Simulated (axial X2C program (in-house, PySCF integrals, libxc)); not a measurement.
# Spin–orbit effects down a group: molecules with Na (ions), CCSD(T)

Computed with an in-house relativistic program for diatomic molecules, spin-free (one-electron X2C) or two-component (2c: spin–orbit coupling with atomic mean-field Coulomb and Gaunt terms, which also bring small scalar terms), in Dyall basis sets with cores contracted in-house; open shells are unrestricted.

Basis sets: H dyall-av3z, K dyall-acv3z, Li dyall-av3z, Na dyall-av3z. Frozen shells (counts by l): NaH⁻ Na 1s, H none, 11 electrons correlated; LiNa⁻ Na 1s, Li 1s, 11 electrons correlated; NaK⁻ K 2s1p, Na 2s1p, 11 electrons correlated. Coupled cluster in natural virtuals with an MP2 remainder. Where the outer core of a metal is frozen, bonds come out longer and ionisation energies lower.

| molecule | spin-free state | Re (Å) | ωe (cm⁻¹) | De (eV) | 2c state | Re 2c (Å) | ωe 2c (cm⁻¹) | De 2c (eV) |
| --- | --- | --- | --- | --- | --- | --- | --- | --- |
| NaH⁻ | M_S = 1/2, Λ = 0 | 2.000 | 936.3 | 1.54 | Ω = 1/2 | 2.000 | 936.3 | 1.54 |
| LiNa⁻ | M_S = 1/2, Λ = 0 | 3.267 | 169.7 | 0.64 | Ω = 1/2 | 3.267 | 169.7 | 0.64 |
| NaK⁻ | M_S = 1/2, Λ = 0 | 3.939 | 84.3 | 0.52 | Ω = 1/2 | 3.939 | 85.0 | 0.52 |

Q: Work out the shifts from the spin-free to the two-component result.

A: 

```csv
molecule,2c state,ΔRe (Å),Δωe (cm⁻¹),ΔDe (eV)
NaH⁻,Ω = 1/2,0.000,0.0,0.00
LiNa⁻,Ω = 1/2,0.000,0.0,0.00
NaK⁻,Ω = 1/2,0.000,noise,0.00
```

Shifts of one unit in the last digit are rounding. Where the truncated virtual spaces of the two runs make Δωe unreliable it is marked noise.

Fragments in 2c: Na + H-, Na + Li-, K + Na-. Each entry is the lowest single determinant of a limited PBE0 search at one distance. De goes to single-determinant-based atoms at the same level (for ions the charge split of lowest energy) and is withheld (n/a) where an atom does not fit its ground term or J level. Main or longest-lived isotopes. One determinant is a doubtful description, or other states lie close, for LiNa⁻, NaK⁻; these need not be ground states, and all values refer to the states named.
